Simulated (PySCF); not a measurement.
**How methods differ on the excitation energy of Ag⁺**

Ag⁺ [Kr] 4d10 (1S) → Ag⁺ [Kr] 4d9 5p1 (high-spin determinant), as a difference of total energies. Computed with PySCF 2.14 in x2c-QZVPPall with one added diffuse shell each of s, p, d, f, g type (14s9p8d5f3g, 143 functions), with the spin-free X2C one-electron Hamiltonian (Gaussian nucleus). Correlated levels: valence: [Kr] frozen; valence and next inner shell: [Ar] 3d10 frozen. The calculations carry no spin-orbit coupling.

```csv
method,excitation energy (eV)
UHF,9.224
LDA,10.399
PBE,10.117
PBE0,10.120
r2SCAN,10.053
MP2 (valence),10.714
SCS-MP2 (valence),10.646
MP2 (valence and next inner shell),10.702
SCS-MP2 (valence and next inner shell),10.573
```

Question: How much does correlation contribute at MP2 (valence and next inner shell)?

Answer: 10.702 − (9.224) = 1.478 eV, measured against UHF.

A first-order spin-orbit estimate (lowest level to lowest level, LS coupling) adds -0.160 eV.

The determinant of the upper state mixes LS terms, which raises its energy above the lowest term, most at the Hartree-Fock and MP2 levels.
